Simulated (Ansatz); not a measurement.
A run for Ansatz (a program for electronic structure): U-r2SCAN/cc-pVTZ on BBr2H (SMILES BrBBr), a point of a bond scan (R = 2.092 Å).

Ansatz 0.2 input:
```yaml
crystal:
  periodic: [false, false, false]
  atoms:
    - {symbol: B, position_ang: [-0.62320330, -0.38098068, -0.41274424]}
    - {symbol: H, position_ang: [-1.49972863, -0.91682382, -0.99326231]}
    - {symbol: Br, position_ang: [-0.29882948, 1.66337357, -0.71513870]}
    - {symbol: Br, position_ang: [0.46019644, -1.39690240, 0.77499068]}
basis:
  gaussian:
    orbitals: cc-pVTZ
hamiltonian:
  xc: {name: r2SCAN}
magnetization: {spin_polarized: true, initial_magnetization: 0}
```

The head of its log:

```
WARN ansatz: RAYON_NUM_THREADS=2 ignored (pool sized by the plan → 2); use --threads N
Functional definition: r2SCAN
integrals: 0.06 GiB planned
1020 factors; their error is unknown
mean field: 0.58 GiB planned
mean field evaluation 1: about -140786.9817 eV, gradient 1.3e1 eV
mean field evaluation 2: about -140785.4260 eV, gradient 2.0e1 eV
```

What total energy does the run end on?

-5173.8633 hartree.
